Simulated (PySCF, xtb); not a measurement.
Zn(I)(GeH3) (GeH3IZn), SMILES [GeH3][Zn][I].

Harmonic wavenumbers (cm⁻¹) from xtb with GFN2-xTB at its own minimum, in rising order: 34, 34, 146, 293, 366, 366, 828, 893, 893, 1985, 2057, 2059.

Problem. What does PBE-D3(BJ)/def2-SVP run with PySCF 2.14.0 give at its own minimum? (An estimate is asked for; the answer gives what the named calculation found.)

Solution. 60, 60, 157, 313, 397, 397, 752, 853, 853, 2061, 2077, 2077. Paired by order, the mean absolute difference is 35 cm⁻¹ and the zero-point energies are 14.2 and 14.4 kcal/mol.
